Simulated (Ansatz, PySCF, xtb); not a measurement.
Dimer: HI (SMILES I) (first 2 atoms) with CH6Si (SMILES C[SiH3]); geometry from B3LYP-D3(BJ)/def2-TZVP, rigid monomers moved along the line of their centres of mass till H2···H10 is 2.49 Å.
(charge 0, multiplicity 1):
```xyz
10

I     -0.54800     1.27885    -0.48810
H     -0.81436    -0.01916     0.43964
C     -0.11692     0.93249     4.08611
Si     0.26095    -0.82796     3.56958
H     -1.10909     1.00205     4.53559
H     -0.08524     1.60343     3.22622
H      0.61207     1.28435     4.81844
H      0.21319    -1.74884     4.73077
H      1.59977    -0.92315     2.94056
H     -0.73886    -1.30159     2.57494
```

Monomers are frozen at their geometry in the pair; levels with a basis set take the counterpoise correction.

Correlated levels freeze the cores. Filled d and f shells under p-block atoms count as core.

The values were computed with Ansatz (Gaussian basis) for Hartree–Fock, density functionals and correlated methods; PySCF for the dispersion terms; xtb for the GFN methods. Values without a source in brackets are computed. In def2 rows elements past Kr take small-core potentials, without spin–orbit coupling.

Problem. Give the interaction energy at the level GFN2-xTB.

Solution. -2.0 kcal/mol

Problem. Predict the interaction energy from CCSD(T)/def2-SVPD.

Solution. -1.1 kcal/mol

Problem. What interaction energy does r2SCAN-D3(BJ)/def2-TZVPPD give?

Solution. -1.4 kcal/mol

Ansatz is a first-principles code.
